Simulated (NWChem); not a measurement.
System: SiH$_{2}$O, singlet; SMILES O[SiH]

Input file for NWChem:

```
start job
memory heap 200 mb stack 900 mb global 1100 mb
geometry units angstroms noautoz
  Si     0.146437    -0.641242     0.000000
  H     -1.412173    -0.856142     0.000000
  O      0.140619     1.048875     0.000000
  H     -0.729962     1.489000     0.000000
end
basis spherical
  * library 3-21g
end
dft
  xc xcamb88 1.00 lyp 0.81 vwn_5 0.19 hfexch 1.00
  cam 0.33 cam_alpha 0.19 cam_beta 0.46
  iterations 150
  mulliken
end
task dft gradient
```

Excerpt of the output:

```
             Northwest Computational Chemistry Package (NWChem) 7.3.0
             --------------------------------------------------------

 CS  symmetry detected

                             Geometry "geometry" -> ""
                             -------------------------

 Output coordinates in angstroms (scale by  1.889725989 to convert to a.u.)

  No.       Tag          Charge          X              Y              Z
 ---- ---------------- ---------- -------------- -------------- --------------
    1 Si                  14.0000     0.10124403    -0.64352083     0.00000000
    2 H                    1.0000    -1.45807675    -0.85320122     0.00000000
    3 O                    8.0000     0.10108477     1.04660617     0.00000000
    4 H                    1.0000    -0.76801777     1.48964351     0.00000000

 Effective nuclear repulsion energy (a.u.)      49.2709085322

      Symmetry information
      --------------------

 Group name             Cs
 Group number              2
 Group order               2
 No. of unique centers     4

                                 NWChem DFT Module
                                 -----------------

 Summary of "ao basis" -> "ao basis" (spherical)
 ------------------------------------------------------------------------------
       Tag                 Description            Shells   Functions and Types
 ---------------- ------------------------------  ------  ---------------------
 Si                          3-21g                   7       13   4s3p
 H                           3-21g                   2        2   2s
 O                           3-21g                   5        9   3s2p

      Symmetry analysis of basis
      --------------------------

        a'         21
        a"          5

            General Information
            -------------------
          SCF calculation type: DFT
          Wavefunction type:  closed shell.
          No. of atoms     :     4
          No. of electrons :    24
           Alpha electrons :    12
            Beta electrons :    12
          Charge           :     0
          Spin multiplicity:     1
          Use of symmetry is: on ; symmetry adaption is: on
          Maximum number of iterations: 150
          AO basis - number of functions:    26
                     number of shells:    16
          Convergence on energy requested:  1.00D-06
          Convergence on density requested:  1.00D-05
          Convergence on gradient requested:  5.00D-04

              XC Information
              --------------
                     Hartree-Fock (Exact) Exchange  1.000
                   CAM-Becke88 Exchange Functional  1.000
                      VWN V Correlation Functional  0.190 local
              Lee-Yang-Parr Correlation Functional  0.810

           Range-Separation Parameters
           ---------------------------
           Alpha           :  0.19
           Beta            :  0.46
           Gamma           :  0.33
           Short-Range HF  :     F

             Grid Information
             ----------------
          Grid used for XC integration:  medium
          Radial quadrature: Mura-Knowles
          Angular quadrature: Lebedev.
          Tag              B.-S. Rad. Rad. Pts. Rad. Cut. Ang. Pts.
          ---              ---------- --------- --------- ---------
          Si                  1.10       88           7.0       590
          H                   0.35       45           8.0       434
          O                   0.60       49           7.0       434
          Grid pruning is: on
          Number of quadrature shells:   227
          Spatial weights used:  Erf1

      Superposition of Atomic Density Guess
      -------------------------------------

 Sum of atomic energies:        -362.69430615

      Non-variational initial energy
      ------------------------------

 Total energy =    -362.889505
 1-e energy   =    -600.457197
 2-e energy   =     188.296784
 HOMO         =      -0.227132
 LUMO         =      -0.042991

      Symmetry analysis of molecular orbitals - initial
      -------------------------------------------------

  Numbering of irreducible representations:

     1 a'          2 a"

  Orbital symmetries:

     1 a'          2 a'          3 a'          4 a'          5 a'
     6 a"          7 a'          8 a'          9 a'         10 a"
    11 a'         12 a'         13 a"         14 a'         15 a'
    16 a'         17 a'         18 a'         19 a"         20 a'
    21 a'         22 a'

     ---------------------------------------------
      Total Density - Mulliken Population Analysis
     ---------------------------------------------

    Atom       Charge   Shell Charges
 -----------   ------   -------------------------------------------------------
    1 Si  14    13.18   2.00  1.98  5.85  0.80  0.88  1.00  0.66
    2 H    1     1.26   0.41  0.84
    3 O    8     9.07   1.99  0.44  2.29  1.44  2.93
    4 H    1     0.49   0.31  0.18

   convergence    iter        energy       DeltaE   RMS-Dens  Diis-err
 ---------------- ----- ----------------- --------- --------- ---------
 d= 0,ls=0.0,diis     1   -363.8520594107 -4.13D+02  3.18D-02  4.32D-01
 d= 0,ls=0.0,diis     2   -363.8260151752  2.60D-02  1.64D-02  8.39D-01
 d= 0,ls=0.0,diis     3   -363.9050038191 -7.90D-02  1.63D-03  5.59D-03
 d= 0,ls=0.0,diis     4   -363.9055709732 -5.67D-04  3.04D-04  2.20D-05
 d= 0,ls=0.0,diis     5   -363.9055774516 -6.48D-06  1.13D-04  4.69D-06
 d= 0,ls=0.0,diis     6   -363.9055783082 -8.57D-07  2.50D-05  2.07D-07
 d= 0,ls=0.0,diis     7   -363.9055783541 -4.58D-08  5.18D-06  4.26D-09

         Total DFT energy =     -363.905578354067
      One electron energy =     -601.456382621484
           Coulomb energy =      218.400316943289
    Exchange-Corr. energy =      -30.120421208060
 Nuclear repulsion energy =       49.270908532188

 Numeric. integr. density =       24.000003914459

                  Occupations of the irreducible representations
                  ----------------------------------------------

                     irrep           alpha         beta
                     --------     --------     --------
                     a'               10.0         10.0
                     a"                2.0          2.0

                       DFT Final Molecular Orbital Analysis
                       ------------------------------------

 Vector   10  Occ=2.000000D+00  E=-4.036781D-01  Symmetry=a"
              MO Center=  1.0D-01,  8.5D-01,  4.9D-16, r^2= 1.0D+00
   Bfn.  Coefficient  Atom+Function         Bfn.  Coefficient  Atom+Function
  ----- ------------  ---------------      ----- ------------  ---------------
    24      0.557761  3 O  pz                20      0.479786  3 O  pz
    13      0.183516  1 Si pz                 9      0.157853  1 Si pz
     5     -0.084681  1 Si pz

 Vector   11  Occ=2.000000D+00  E=-3.909296D-01  Symmetry=a'
              MO Center=  1.7D-02,  5.7D-01, -4.8D-15, r^2= 1.9D+00
   Bfn.  Coefficient  Atom+Function         Bfn.  Coefficient  Atom+Function
  ----- ------------  ---------------      ----- ------------  ---------------
    23      0.395976  3 O  py                19      0.337174  3 O  py
    22      0.338087  3 O  px                18      0.293061  3 O  px
    15      0.212070  2 H  s                 10      0.205823  1 Si s
     8     -0.192756  1 Si py                21      0.142229  3 O  s
    14      0.116116  2 H  s                  4      0.107415  1 Si py

 Vector   12  Occ=2.000000D+00  E=-2.861426D-01  Symmetry=a'
              MO Center=  1.4D-01, -8.3D-01,  2.4D-14, r^2= 2.4D+00
   Bfn.  Coefficient  Atom+Function         Bfn.  Coefficient  Atom+Function
  ----- ------------  ---------------      ----- ------------  ---------------
    10      0.505223  1 Si s                 15     -0.392884  2 H  s
     7      0.305106  1 Si px                 6      0.247683  1 Si s
    11      0.224518  1 Si px                 2     -0.198422  1 Si s
    14     -0.178041  2 H  s                 21     -0.175184  3 O  s
    12     -0.171098  1 Si py                 3     -0.152892  1 Si px

 Vector   13  Occ=0.000000D+00  E=-2.984837D-02  Symmetry=a"
              MO Center=  1.0D-01, -4.9D-01, -1.3D-14, r^2= 2.7D+00
   Bfn.  Coefficient  Atom+Function         Bfn.  Coefficient  Atom+Function
  ----- ------------  ---------------      ----- ------------  ---------------
    13      0.668738  1 Si pz                 9      0.411993  1 Si pz
    24     -0.321913  3 O  pz                20     -0.229970  3 O  pz
     5     -0.205736  1 Si pz

 Vector   14  Occ=0.000000D+00  E= 7.345336D-02  Symmetry=a'
              MO Center= -3.5D-04, -1.2D-01, -1.3D-14, r^2= 3.9D+00
   Bfn.  Coefficient  Atom+Function         Bfn.  Coefficient  Atom+Function
  ----- ------------  ---------------      ----- ------------  ---------------
    21     -0.821345  3 O  s                 12      0.804552  1 Si py
    26      0.440963  4 H  s                 15      0.403770  2 H  s
    11      0.384288  1 Si px                 8      0.224317  1 Si py
     7      0.160313  1 Si px                22      0.127448  3 O  px
     4     -0.122159  1 Si py                23      0.122036  3 O  py

 Vector   15  Occ=0.000000D+00  E= 1.593108D-01  Symmetry=a'
              MO Center= -3.9D-01, -5.3D-01, -1.4D-14, r^2= 3.6D+00
   Bfn.  Coefficient  Atom+Function         Bfn.  Coefficient  Atom+Function
  ----- ------------  ---------------      ----- ------------  ---------------
    15      1.399075  2 H  s                 11      1.155490  1 Si px
    10     -0.944138  1 Si s                 21      0.378313  3 O  s
    12     -0.313181  1 Si py                 7      0.285645  1 Si px
    22     -0.197106  3 O  px                23     -0.155350  3 O  py
    14      0.152735  2 H  s                  2      0.147418  1 Si s

     ---------------------------------------------
      Total Density - Mulliken Population Analysis
     ---------------------------------------------

    Atom       Charge   Shell Charges
 -----------   ------   -------------------------------------------------------
    1 Si  14    13.46   2.00  1.98  5.84  0.86  1.17  0.94  0.67
    2 H    1     1.23   0.43  0.81
    3 O    8     8.68   1.98  0.42  2.13  1.48  2.67
    4 H    1     0.63   0.42  0.20

     -------------------------------------------
      Total Density - Lowdin Population Analysis
     -------------------------------------------

    Atom       Charge   Shell Charges
 -----------   ------   -------------------------------------------------------
    1 Si  14    13.66   2.00  1.97  5.77  0.83  1.23  0.89  0.97
    2 H    1     1.16   0.46  0.71
    3 O    8     8.42   1.98  0.57  2.11  1.07  2.69
    4 H    1     0.75   0.43  0.32

     Multipole analysis of the density
     ---------------------------------

     L   x y z        total         alpha         beta         nuclear
     -   - - -        -----         -----         ----         -------
     0   0 0 0     -0.000000    -12.000000    -12.000000     24.000000

     1   1 0 0     -0.789281     -0.394641     -0.394641      0.000000
     1   0 1 0      0.330477      0.165239      0.165239      0.000000
     1   0 0 1      0.000000      0.000000      0.000000      0.000000

     2   2 0 0    -16.106237    -13.304528    -13.304528     10.502818
     2   1 1 0     -1.518543     -0.820320     -0.820320      0.122097
     2   1 0 1      0.000000      0.000000      0.000000      0.000000
     2   0 2 0    -15.420851    -38.971045    -38.971045     62.521240
     2   0 1 1      0.000000      0.000000      0.000000      0.000000
     2   0 0 2    -13.151918     -6.575959     -6.575959      0.000000

            General Information
            -------------------
          SCF calculation type: DFT
          Wavefunction type:  closed shell.
          No. of atoms     :     4
          No. of electrons :    24
           Alpha electrons :    12
            Beta electrons :    12
          Charge           :     0
          Spin multiplicity:     1
          Use of symmetry is: on ; symmetry adaption is: on
          Maximum number of iterations: 150
          This is a Direct SCF calculation.
          AO basis - number of functions:    26
                     number of shells:    16
          Convergence on energy requested:  1.00D-06
          Convergence on density requested:  1.00D-05
          Convergence on gradient requested:  5.00D-04

              XC Information
              --------------
                     Hartree-Fock (Exact) Exchange  1.000
                   CAM-Becke88 Exchange Functional  1.000
                      VWN V Correlation Functional  0.190 local
              Lee-Yang-Parr Correlation Functional  0.810

           Range-Separation Parameters
           ---------------------------
           Alpha           :  0.19
           Beta            :  0.46
           Gamma           :  0.33
           Short-Range HF  :     F

             Grid Information
             ----------------
          Grid used for XC integration:  medium
          Radial quadrature: Mura-Knowles
          Angular quadrature: Lebedev.
          Tag              B.-S. Rad. Rad. Pts. Rad. Cut. Ang. Pts.
          ---              ---------- --------- --------- ---------
          Si                  1.10       88           7.0       590
          H                   0.35       45           8.0       434
          O                   0.60       49           7.0       434
          Grid pruning is: on
          Number of quadrature shells:   227
          Spatial weights used:  Erf1

          Convergence Information
          -----------------------
          Convergence aids based upon iterative change in
          total energy or number of iterations.
          Levelshifting, if invoked, occurs when the
          HOMO/LUMO gap drops below (HL_TOL):  1.00D-02
          DIIS, if invoked, will attempt to extrapolate
          using up to (NFOCK): 10 stored Fock matrices.

                    Damping( 0%)  Levelshifting(0.5)       DIIS
                  --------------- ------------------- ---------------
          dE  on:    start            ASAP                start
          dE off:    2 iters        150 iters           150 iters

  intd_init: cando_txs set to always be  F

                            NWChem DFT Gradient Module
                            --------------------------

  charge          =   0.00
  wavefunction    = closed shell

  Using symmetry
  intd_init: cando_txs set to always be  F

                         DFT ENERGY GRADIENTS

    atom               coordinates                        gradient
                 x          y          z           x          y          z
   1 Si      0.191323  -1.216078   0.000000   -0.004539   0.005232   0.000000
   2 H      -2.755366  -1.612317   0.000000   -0.000543  -0.000924   0.000000
   3 O       0.191023   1.977799   0.000000   -0.003658   0.008508   0.000000
   4 H      -1.451343   2.815018   0.000000    0.008739  -0.012816   0.000000
```

Level: CAM-B3LYP/3-21G. Low-valent species are run as closed-shell singlets; no triplet was tried in these runs. Geometry: optimised at PBE-D3(BJ)/def2-SVP.
